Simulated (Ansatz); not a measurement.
`CC[SiH2][SiH2]F` + `CN(C)[SiH](O)O` → `CN([SiH2]F)[SiH](O)O` + `CC[SiH2]C`  (redistribution)

Computed with Ansatz on PBE0-D4/def2-TZVP structures; ΔE is electronic, products minus reactants. CCSD(T)/CBS is the MP2 limit (def2-TZVPP, def2-QZVPP) plus CCSD(T) − MP2 in def2-TZVPP, frozen cores. DFT in def2-TZVPP. One conformer a species, not always the lowest.

```csv
species,PBE0 energy (Eh)
`CC[SiH2][SiH2]F`,-760.16776
`CN(C)[SiH](O)O`,-576.13149
`CN([SiH2]F)[SiH](O)O`,-926.73021
`CC[SiH2]C`,-409.62097
```

Work out ΔE.

ΔE = (-926.73021) + (-409.62097) − (-760.16776) − (-576.13149) = -0.05193 Eh = -136.3 kJ/mol. CCSD(T)/CBS gives -154.7 kJ/mol.

Largest T1 diagnostic among the species: 0.012.

The D4 term adds −5.5 kJ/mol with B3LYP and −2.9 kJ/mol with PBE0; it sums over pairs of atoms, weighted by their polarisabilities, and B3LYP, whose exchange is more repulsive, gets the larger term. From PBE to PBE0 (25 % exact exchange), in def2-TZVPP and without D4, ΔE moves by −8.1 kJ/mol.

B3LYP here is the variant with VWN-RPA as its local correlation; programs differ in this.
